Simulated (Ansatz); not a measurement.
Geometry optimisation, RKS BLYP-D4/def2-SVP (Ansatz 0.2.0).

The input (input.yaml):

```yaml
crystal:
  periodic: [false, false, false]
  atoms:
    - { symbol: Ge, position_ang: [0.0, 0.0, 0.0] }
    - { symbol: H, position_ang: [1.0763, 0.0, 1.3798] }
    - { symbol: H, position_ang: [1.6596, 0.0, 0.5553] }
    - { symbol: F, position_ang: [-0.7913, 1.3709, -0.5594] }
    - { symbol: H, position_ang: [-0.73, -1.2648, -0.5162] }
basis:
  gaussian: { orbitals: def2-SVP }
hamiltonian:
  xc: blyp
  dispersion: d4
relax:
  f_tol: 0.15
  max_steps: 25
  restrain:
    - { distance: [1, 2], at: 0.66, k: 30.0 }
    - { distance: [0, 1], at: 2.75, k: 30.0 }
    - { distance: [0, 2], at: 2.75, k: 30.0 }
```

Run as:

```bash
$ ansatz run input.yaml --threads 1 --pin off --max-ram 2048MiB --backend cpu --events-out ev --progress --plain --runs-dir out
```

Problem. Where does it end, and by what steps?

Solution. It converged. The restraints hold the end off the free minimum. After 14 steps the energy has fallen by 3.179 eV (the restraints' own energy left out); Ge1 moved furthest, 1.02 Å. Parted: Ge1–H2, Ge1–H3. Joined: H2–H3.

```json
{"step": "0", "energy less start (eV)": "0.0000", "largest force component (eV/Å)": "3.201", "accepted": "yes"}
{"step": "1", "energy less start (eV)": "1.1441", "largest force component (eV/Å)": "4.712", "accepted": "yes"}
{"step": "2", "energy less start (eV)": "2.1250", "largest force component (eV/Å)": "4.631", "accepted": "yes"}
{"step": "3", "energy less start (eV)": "0.2490", "largest force component (eV/Å)": "6.452", "accepted": "yes"}
{"step": "4", "energy less start (eV)": "-1.2038", "largest force component (eV/Å)": "3.798", "accepted": "yes"}
{"step": "5", "energy less start (eV)": "-2.2674", "largest force component (eV/Å)": "2.318", "accepted": "yes"}
{"step": "6", "energy less start (eV)": "-2.7393", "largest force component (eV/Å)": "1.671", "accepted": "yes"}
{"step": "7", "energy less start (eV)": "-2.8101", "largest force component (eV/Å)": "1.703", "accepted": "yes"}
{"step": "8", "energy less start (eV)": "-2.8297", "largest force component (eV/Å)": "1.634", "accepted": "yes"}
{"step": "9", "energy less start (eV)": "-2.8975", "largest force component (eV/Å)": "1.508", "accepted": "yes"}
{"step": "10", "energy less start (eV)": "-2.9665", "largest force component (eV/Å)": "1.384", "accepted": "yes"}
{"step": "11", "energy less start (eV)": "-3.0460", "largest force component (eV/Å)": "1.136", "accepted": "yes"}
{"step": "12", "energy less start (eV)": "-3.1240", "largest force component (eV/Å)": "1.267", "accepted": "yes"}
{"step": "13", "energy less start (eV)": "-3.1764", "largest force component (eV/Å)": "1.349", "accepted": "yes"}
{"step": "14", "energy less start (eV)": "-3.1790", "largest force component (eV/Å)": "1.312", "accepted": "yes"}
```

```xyz
5
Properties=species:S:1:pos:R:3
Ge -0.023 0.036 -1.024
H 1.291 -0.347 1.361
H 1.732 0.154 1.088
F -1.092 1.370 -0.510
H -0.694 -1.106 -0.056
```

Whether the end is a true minimum wasn't checked by a vibrational analysis.

Run time: 17 s on 1 thread of Arm Neoverse V2, on a shared host, peak memory 0.11 GiB.
